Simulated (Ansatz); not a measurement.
Start from `CN([SiH2]F)[SiH](O)O` and change one atom or group to get `CN([SiH2]O)[SiH2]F`.

Ansatz, PBE0-D4/def2-TZVP geometries, multiplicity 1. Each molecule was computed in one conformer, which needn't be the lowest.

```tsv
property	`CN([SiH2]F)[SiH](O)O`
HOMO–LUMO gap (PBE0/def2-TZVPP) / eV	8.03
HOMO energy (PBE0/def2-TZVPP) / eV	-7.62
size of the dipole moment (B3LYP/def2-TZVPP) / D	1.72
LUMO energy (B3LYP/def2-TZVPP) / eV	0.15
LUMO energy (ωB97M-V/def2-TZVPP) / eV	2.04
LUMO energy (PBE/def2-TZVPP) / eV	-0.48
```

**Question.** Give the same properties after the change, and the shifts. (An estimate is asked.)

**Answer.** The calculation gave: 
| property | `CN([SiH2]O)[SiH2]F` | shift |
| --- | --- | --- |
| HOMO–LUMO gap (PBE0/def2-TZVPP) / eV | 8.07 | 0.04 |
| HOMO energy (PBE0/def2-TZVPP) / eV | -7.76 | -0.14 |
| size of the dipole moment (B3LYP/def2-TZVPP) / D | 0.57 | -1.15 |
| LUMO energy (B3LYP/def2-TZVPP) / eV | 0.02 | -0.13 |
| LUMO energy (ωB97M-V/def2-TZVPP) / eV | 1.81 | -0.23 |
| LUMO energy (PBE/def2-TZVPP) / eV | -0.54 | -0.06 |

With PBE0 the HOMO falls by 0.14 eV and the LUMO falls by 0.09 eV, so the gap widens by about 0.05 eV. PBE moves the HOMO by -0.17 eV and ωB97M-V by -0.15 eV. Dipoles are sizes alone; their direction can turn.

B3LYP here is the variant with VWN-RPA as its local correlation; programs differ in this.
